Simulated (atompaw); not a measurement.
# Before and after: PAW (atompaw) potential for thulium (Tm)

* Element: thulium
* Generator: atompaw 4.2.0.5
* Type: PAW
* Functional: PBEsol
* Relativity: scalar-relativistic
* Frozen core: [Kr] 4d10
* Valence charge: 23
* Reference configuration: 4f13 5s2 5p6 5d0 6s2 6p0
* Partial waves: 5s (bound): rc 1.60 bohr; 6s (bound): rc 2.45 bohr; 5p (bound): rc 2.50 bohr; 6p (bound, empty): rc 2.30 bohr; 5d (bound, empty): rc 3.00 bohr; 5d channel at 0.45 Ry: rc 3.00 bohr; 4f (bound): rc 0.65 bohr; 4f channel at 0.7 Ry: rc 0.65 bohr
* Local potential: troulliermartins scheme with l = 4 at 0.5 Ry, radius 2.15 bohr
* Core correction: smooth core density matched at 2.10 bohr
* Augmentation charge: sinc compensation charge, radius 2.70 bohr; PAW radius 3.00 bohr; waves and projectors: custom rrkj gramschmidtortho

Change: all radii scaled by about 0.78 (s 1.24, p 1.94, d 2.34, f 0.50 bohr); local potential troulliermartins scheme with l = 4 at 0.5 Ry, radius 1.68 bohr; augmentation sinc compensation charge, radius 2.10 bohr; PAW radius 2.34 bohr; waves and projectors: custom rrkj gramschmidtortho; core correction smooth core density matched at 1.64 bohr.

Cutoffs: the cutoffs (Ry, on a coarse ladder) from which the occupation-weighted sum of valence levels, in a spherical-Bessel basis at the reference potential, stays within 10 and 1 mRy of its value at 400 Ry; they do not see the model core or the augmentation charge, which bear on the density cutoff.

Question: What does the change do?

Answer: A bound ghost appears in s, which as a rule spoils a file; the f channel binds one level more than in the base.

| quantity | base | changed |
| --- | --- | --- |
| cutoffs, loose and tight | over 300 Ry, over 300 Ry | not determined |
| bound ghosts | none | s |
| lowest overlap eigenvalue by channel | s 0.10, p 0.08, d 0.95, f 0.99 | s 0.04, p 0.11, d 0.95, f 0.98 |

 A true bound ghost makes a file unfit for plane-wave use even where its test errors are small: the radial tests pick states by their node count and pass the ghost by. The cutoffs see the waves, projectors and local potential, not the compensation charge or the core.
